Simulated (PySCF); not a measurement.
C7H10Cl2Si2, SMILES C[SiH2]c1ccc([SiH](Cl)Cl)cc1 at its GFN2-xTB optimised geometry (Å):

```
21

Si    -0.7782     0.7071     0.0000
Cl     1.2443     0.7071     0.0000
Cl    -1.4254    -0.1920     1.6923
C     -1.4088    -0.2481    -1.4999
C     -2.2198     0.3576    -2.4566
C     -2.6768    -0.3493    -3.5521
C     -2.3457    -1.6875    -3.7403
C     -1.5342    -2.2906    -2.7838
C     -1.0743    -1.5893    -1.6868
Si    -3.0020    -2.6660    -5.2202
C     -4.6001    -3.5502    -4.6971
H     -1.2443     2.0871     0.0000
H     -2.4944     1.3964    -2.3389
H     -3.3031     0.1479    -4.2797
H     -1.2567    -3.3286    -2.9036
H     -0.4449    -2.0871    -0.9616
H     -3.2723    -1.7333    -6.3215
H     -1.9884    -3.6475    -5.6267
H     -4.4226    -4.2280    -3.8665
H     -5.3600    -2.8398    -4.3827
H     -5.0110    -4.1324    -5.5164
```

Method: PBE0/def2-SVP (PySCF).

Map of the electrostatic potential (hartree/e), clipped to [-0.08, 0.12] on the plane z = 1.0 Å:

```
|....................           |
|...................            |
|...................            |
|..................             |
|..................             |
|..................             |
|.........::::::...             |
|........::-----::.             |
|........:-==++==:..            |
|.......::=+#%@%*=-:..          |
|......::-*@@@@@@*+++=:.        |
|......:-+%@@@@@@@%@@@+:.       |
|......:-#@@@@@@@@@@@@%=.       |
|     .:+@@@@@@@@@@@@@@=.       |
|     .:*@@@@@@@@@@@@@*-.       |
|      :%@@@@@@@@#+**+-.        |
|      :#@@@@@@@#=-::..         |
|      .+@@@@@@#=:..            |
|       :#@@@@#=:..             |
|        :=**=-:...             |
|         .........             |
|              ....             |
|              .....            |
|             .......           |
|            .........          |
|            ...........        |
|           ..............      |
|          .....................|
|.       .......................|
|...............................|
|...............................|
```
Scale: ten equal steps from -0.016 (start of ' ') to 0.120 (end of '@'), in the order ' .:-=+*#%@'; x runs from -4.50 to 4.50, y from -4.50 (bottom) to 4.50 (top).
